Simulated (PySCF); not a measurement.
## Static response to an electric field

Compound: C6H6Cl2O.
Cartesian coordinates in Å at the GFN2-xTB level; atoms count from 1:
```
atom  x, y, z in Å
O1    -0.4039   -1.2884   -1.9698
C2    -0.2369   -0.7582   -0.9160
C3    -0.9350    0.2518   -0.0821
C4    -2.2136    0.9721   -0.2543
Cl5   -3.5277    0.0365    0.5480
C6     0.0120    0.2015    0.8734
C7     0.8745   -0.8280    0.1728
C8     2.2527   -0.3768   -0.2744
Cl9    2.1383    1.1972   -1.1144
H10   -2.4824    1.0496   -1.3074
H11   -2.1930    1.9535    0.2194
H12    0.1536    0.7155    1.8057
H13    0.9525   -1.7950    0.6748
H14    2.9235   -0.2373    0.5736
H15    2.6808   -1.0861   -0.9823
```

Level: CAM-B3LYP/def2-SVPD (PySCF), static field, nuclei fixed, core orbitals frozen in the response. The polarisability tensor in these axes (au):

```
x   115.69  -0.69  -1.16
y    -0.69  86.81   1.56
z    -1.16   1.56  90.18
```

Problem. Give the principal values, the mean and the anisotropy Δα = √{½[(α1 − α2)² + (α2 − α3)² + (α1 − α3)²]}.

Solution. Principal values 86.20, 90.72 and 115.76 au; mean 97.56 au = 14.46 Å³ = 16.09 × 10⁻⁴⁰ C²·m²/J; Δα = 27.58 au (28 % of the mean).

Problem. What is the dipole moment, and where does it point?

Solution. (1.90, 0.87, 3.09) D, 3.73 D in size, pointing from the negative to the positive side. Measured along this direction, the outermost atoms are O1 and H10 at the negative end and H14 at the positive end.

Problem. Find the Langevin capture rate constant for H3+ (3.023 u) meeting this molecule (163.980 u), k = 2.342 × 10⁻⁹ cm³/s × √(α in Å³ / reduced mass in u).

Solution. The reduced mass is 2.97 u, so k = 5.17 × 10⁻⁹ cm³/s. The formula leaves out the permanent dipole, which adds to the capture rate.

Problem. Give the eigenvalues of the traceless quadrupole moment Θ = ½Σq(3rr − r²1), origin at the centre of nuclear charge.

Solution. -12.03, -4.35, 16.38 D·Å. The values depend on the origin, since the dipole doesn't vanish. The electronic extent ⟨r²⟩ about the same centre is 1965 bohr², a root-mean-square distance of 2.56 Å for the 84 electrons.

Problem. How large is μ²/3kT at 298 K beside α?

Solution. In Gaussian units μ²/3kT = 112.53 Å³ against 14.46 Å³, a ratio of 7.78; the Debye molar polarisation (4π/3)N_A(α + μ²/3kT) is 320.3 cm³/mol, leaving out the vibrational part.

Problem. What molar refraction does this α imply?

Solution. Lorentz–Lorenz: R = (4π/3)N_A α = 2.5225 cm³/(mol·Å³) × 14.46 Å³ = 36.5 cm³/mol, in the limit of long wavelengths.

Problem. Rayleigh depolarisation ratio (linearly polarised light, static tensor)?

Solution. ρ = 3Δα²/(45ᾱ² + 4Δα²) = 2281.6/(428295 + 3042.1) = 0.00529.

One conformer (not necessarily the lowest) at the GFN2-xTB geometry, without solvent, vibrations or thermal averaging.

These values come from a run that also computed excited states. Time: 54 s wall. Hardware: x86-64 server, one thread, on a shared host.
